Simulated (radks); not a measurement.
Values are calculated unless marked as measured or tabulated.
Ionisation of neutral osmium, [Xe] 4f14 5d6 6s2, to Os+, [Xe] 4f14 5d6 6s1, under several functionals. Dirac Kohn-Sham, spin-unpolarised, spherical densities, finite nucleus; open shells fill j = l - 1/2 first; a radial shooting solver on a logarithmic mesh with Libxc functionals.

\begin{tabular}{lrrrrrr}
functional & E(Os) (hartree) & Exc (hartree) & IE (eV) & -e(HOMO) (eV) & <r> HOMO (bohr) & IE error (eV) \\ \hline
BP86 & -17280.7640 & -342.9321 & 9.693 & 5.810 & 1.866 & +1.255 \\
XLYP & -17280.6450 & -342.8009 & 9.486 & 5.551 & 1.871 & +1.048 \\
PW91 & -17280.3816 & -342.5516 & 9.580 & 5.731 & 1.865 & +1.142 \\
\end{tabular}

NIST Atomic Spectra Database: 8.438 eV (measured). Closest: XLYP. The Delta-SCF values span 0.21 eV, the total energies 0.38 hartree. The highest occupied level is 5d5/2. Spin polarisation and multiplet splitting are left out, so open shells lie too high by an amount that depends on their filling.

Beside tabulated values, note that spin-unpolarised runs miss the spin-polarisation part of the exchange energy of open shells.
